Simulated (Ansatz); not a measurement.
# Energy profile

The step: AlH₂Br ([AlH2][Br]) + HF → AlH₂F ([F][AlH2]) + HBr (still joined by a long Al–Br bond); bonds formed: Br2–H5; dative contacts that become bonds: Al1–F6; bonds broken: H5–F6; bonds weakened to dative contacts: Al1–Br2 (atoms numbered as in the saddle structure below).

```json
{"atom": "Al1", "x (Å)": "-0.4650", "y (Å)": "0.3393", "z (Å)": "-0.4070"}
{"atom": "Br2", "x (Å)": "1.7912", "y (Å)": "-0.8642", "z (Å)": "-0.0710"}
{"atom": "H3", "x (Å)": "-1.3818", "y (Å)": "-0.5920", "z (Å)": "-1.2821"}
{"atom": "H4", "x (Å)": "-0.1679", "y (Å)": "1.8695", "z (Å)": "-0.6170"}
{"atom": "H5", "x (Å)": "0.7057", "y (Å)": "-0.6366", "z (Å)": "1.0681"}
{"atom": "F6", "x (Å)": "-0.4821", "y (Å)": "-0.1159", "z (Å)": "1.3089"}
```

Electronic energies by CCSD(T) at an estimated basis limit (MP2 extrapolated from triple and quadruple zeta, plus CCSD(T) − MP2 in triple zeta), on PBE0-D4/def2-TZVP structures; AlH3BrF, singlet; no counterpoise correction. Computed with Ansatz 0.2.0 (basis: def2-TZVPP and def2-QZVPP); correlated methods freeze the cores. Filled d shells of the heavier atoms are correlated. The def2 sets are not built for correlating such inner shells, so the correlated values are less sure here. Extrapolation: Hartree–Fock as exp(−7.88 √X), correlation as X^−2.97.

(1) Give the profile in kJ/mol, counted from the separated reactants. (An estimate is asked for; the value comes from the calculation.)

T1 diagnostic: at most 0.013.

## Answers

(1) Computed:
| point | kJ/mol |
| --- | --- |
| separated: AlH2Br (linked as [AlH2][Br]; Al1, Br2, H3, H4; singlet) + HF (H5, F6; singlet) | 0.0 |
| start structure | -53.5 |
| saddle | -24.7 |
| end structure | -50.7 |
| separated: AlH2F (linked as [F][AlH2]; Al1, H3, H4, F6; singlet) + HBr (Br2, H5; singlet) | -18.6 |
The saddle lies below the separated reactants: the barrier is submerged.

For scale, one of the runs: CCSD(T)/def2-TZVPP, 163 basis functions, launched by `ansatz run in.yaml --threads 2 --pin off --events-out ev --progress --plain --max-ram 4352MiB`. Time: 15 s of wall clock on 2 CPU threads of an Intel Xeon 6975P-C; the host was shared. Peak host memory: 1.4 GiB.
